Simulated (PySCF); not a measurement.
Si(Cl)(OH) (ClHOSi), SMILES O[Si]Cl (connectivity only; charge and spin as stated), neutral, multiplicity 1. Heavy atoms are numbered as in [Si:1]([Cl:2])[OH:3]. Hydrogens are named by the atom that carries them.

Geometry optimised at B3LYP-D3(BJ)/def2-TZVP. One conformer was computed; it need not be the lowest.

All values below come from PBE0/pcSseg-2 (PySCF).

GIAO shieldings, no solvent; atoms alike by connectivity are averaged. δ = σ(ref) − σ: ²⁹Si against TMS (σ = 341.9 ppm); ³⁵Cl against HCl (σ = 943.3 ppm); ¹⁷O against H2O (σ = 327.8 ppm); ¹H against TMS (σ = 31.54 ppm), references at their B3LYP-D3(BJ)/def2-TZVP geometries, non-relativistic (without spin–orbit terms, shifts of atoms bonded to Cl or Br come out too high).

```json
[
 {"atoms": "Si1", "nucleus": "²⁹Si", "count": "1", "δ (ppm)": "186.5"},
 {"atoms": "Cl2", "nucleus": "³⁵Cl", "count": "1", "δ (ppm)": "399.2"},
 {"atoms": "O3 (OH)", "nucleus": "¹⁷O", "count": "1", "δ (ppm)": "…"},
 {"atoms": "H on O3", "nucleus": "¹H", "count": "1", "δ (ppm)": "…"}
]
```

Task: Fill in the missing entries. (The exact figures need the calculation; the answer reports its results.)

Result: 
- O3 (OH), δ (ppm): 266.3
- H on O3, δ (ppm): 6.78
